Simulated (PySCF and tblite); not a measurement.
4 constitutional isomers of C4H9Br:

| isomer | SMILES |
| --- | --- |
| A | [CH3:1][CH2:2][C@H:3]([CH3:4])[Br:5] |
| B | [CH3:1][C:2]([CH3:3])([CH3:4])[Br:5] |
| C | [CH3:1][CH2:2][CH2:3][CH2:4][Br:5] |
| D | [CH3:1][CH:2]([CH3:3])[CH2:4][Br:5] |

Measured ¹³C shifts of one of them (ppm against TMS, one entry a carbon; solvent not stated per compound (mostly CDCl3 or CCl4); Pretsch, Buehlmann, Badertscher, Structure Determination of Organic Compounds, 4th ed. (2009)): 62.1, 36.4, 36.4, 36.4.

Each isomer is a Boltzmann average at 298.15 K over at most 6 conformers: GFN2-xTB geometries, energies TPSS/def2-TZVP (IEF-PCM, chloroform) (D3(BJ) added where defined), GIAO shieldings B97-2/pcSseg-1 (IEF-PCM, chloroform), GFN2-xTB thermal terms. Programs: PySCF with density fitting and tblite.

Computed shifts in falling order:

```tsv
carbon	measured	A	B	C	D
1	62.1	70.2	81.5	49.0	56.2
2	36.4	39.4	38.2	40.6	37.0
3	36.4	29.2	38.2	26.1	22.8
4	36.4	15.3	38.2	16.2	22.8
```

Problem. Which structure fits the measured spectrum?

Solution. After a straight-line fit of each column to the measured values (slope held to 0.85 to 1.15; an offset alone for few or close values), with errors scored by one-sided Student-t tails (width 2 ppm, 10 degrees of freedom):

| isomer | slope | mean error (ppm) | largest error | P (%) |
| --- | --- | --- | --- | --- |
| A | 1.000 | 9.85 | 16.8 | 0.0 |
| B | 1.000 | 6.60 | 13.2 | 4.5 |
| C | 1.000 | 7.02 | 14.0 | 0.9 |
| D | 1.000 | 5.47 | 8.7 | 94.6 |

The score favours D, but the compound measured is B. Its computed assignment: ¹H (against TMS): 1.88 (H1/H3/H4, 9H). ¹³C (against TMS): 81.5 (C2), 38.2 (C1/C3/C4).

Spin–orbit effects of the heavy atoms on shieldings are missing. At a carbon that bears Br the missing effect is some 10 ppm, beside I tens of ppm. Shifts are unscaled: against experiment ¹³C can be off by 15 ppm or more and ¹H by 0.8 ppm.
